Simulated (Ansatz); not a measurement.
B₈P₇H₂₄⁻, a nanocrystal cut from zinc blende BP (hydrogen-capped). Charge -1, multiplicity 1. Geometry r2SCAN-D4/def2-SVP.

Cartesian coordinates in Å:
```
B -3.4691 0.3742 -1.2896
B 1.2506 -2.6158 2.3299
B -1.1529 -1.0338 0.6491
B -1.4793 2.1229 0.6476
B 0.8598 0.6408 2.4423
B 1.1627 0.9909 -0.6972
B -1.1940 2.3625 -2.6130
B 3.5255 -0.6263 1.0080
P -2.3172 -1.1488 -0.9017
P -2.3792 1.9938 -1.0935
P -0.0241 -2.6010 0.8561
P 2.1248 -0.8596 2.3618
P 0.3435 1.1767 -2.4488
P 2.6364 -0.2747 -0.6900
P -0.1497 0.6677 0.7465
H -3.9337 0.2433 -2.4111
H -4.3014 0.3493 -0.3944
H 2.0345 -3.5374 2.1656
H 0.5486 -2.7241 3.3250
H -1.8916 -1.0247 1.6201
H -2.2987 1.9464 1.5366
H -0.8803 3.1861 0.7115
H 0.0659 0.4477 3.3509
H 1.4843 1.6877 2.5262
H 1.6557 2.0777 -0.4429
H -1.7282 2.1701 -3.6939
H -0.7188 3.4810 -2.4789
H 4.2397 -1.6088 0.8844
H 4.1313 0.4093 1.2431
H -3.0976 -2.3368 -0.8028
H -1.5434 -1.5314 -2.0350
H -3.3375 3.0424 -1.1654
H -0.8523 -3.7588 0.9172
H 0.6023 -2.8891 -0.3906
H 2.8523 -0.8796 3.5837
H 0.0727 -0.1198 -2.9735
H 1.3478 1.5489 -3.3884
H 2.2179 -1.4772 -1.3290
H 3.5928 0.1286 -1.6661
```

B3LYP takes the VWN-RPA correlation. Single mean-field runs in def2-TZVP are fitted with def2-universal-jkfit.

Q: Estimate the orbital energies around the gap (eV) in Ansatz with PBE-D4/def2-SVP, r2SCAN-D4/def2-TZVP, B3LYP-D4/def2-TZVP, PBE0-D4/def2-SVP, PBE0-D4/def2-TZVP.

A: 
| orbital | PBE-D4/def2-SVP | r2SCAN-D4/def2-TZVP | B3LYP-D4/def2-TZVP | PBE0-D4/def2-SVP | PBE0-D4/def2-TZVP |
| --- | --- | --- | --- | --- | --- |
| HOMO−5 | -3.52 | -3.91 | -4.61 | -4.73 | -4.80 |
| HOMO−4 | -3.33 | -3.72 | -4.41 | -4.52 | -4.60 |
| HOMO−3 | -3.12 | -3.54 | -4.27 | -4.33 | -4.44 |
| HOMO−2 | -2.92 | -3.35 | -4.07 | -4.11 | -4.23 |
| HOMO−1 | -2.62 | -2.99 | -3.68 | -3.73 | -3.83 |
| HOMO | -2.58 | -2.90 | -3.55 | -3.65 | -3.72 |
| LUMO | 1.84 | 1.69 | 2.09 | 2.62 | 2.27 |
| LUMO+1 | 1.85 | 1.75 | 2.16 | 2.62 | 2.30 |
| LUMO+2 | 2.16 | 2.21 | 2.50 | 2.97 | 2.73 |
| LUMO+3 | 2.65 | 2.69 | 2.90 | 3.51 | 3.16 |
| LUMO+4 | 2.90 | 2.86 | 3.06 | 3.76 | 3.32 |
| LUMO+5 | 3.04 | 2.94 | 3.20 | 3.85 | 3.36 |
